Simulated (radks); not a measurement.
The numbers below are computed, except where a source is named.
Ba XXI, 36 electrons, occupied as [Kr]. Code: a radial shooting solver on a logarithmic mesh with Libxc functionals. Model: non-relativistic Kohn-Sham, LDA (Slater exchange, Perdew-Wang correlation), spin-polarised, spherical densities, point nucleus; relativity is left out, which matters for an element this heavy. Some entries of the table are withheld. Estimate them.

orbital,occ.,eigenvalue (eV),<r> (bohr)
1s,2,(1),0.02715
2s,2,-6006.131,0.1164
2p,6,-5701.616,(2)
3s,2,-1666.153,0.3042
3p,6,-1536.252,0.2937
3d,10,-1295.950,(3)
4s,2,(4),0.6464
4p,6,-628.1685,(5)

Answer. 
(1) 1s eigenvalue (eV): -36073.73
(2) 2p <r> (bohr): 0.09895
(3) 3d <r> (bohr): 0.2633
(4) 4s eigenvalue (eV): -678.9778
(5) 4p <r> (bohr): 0.6543
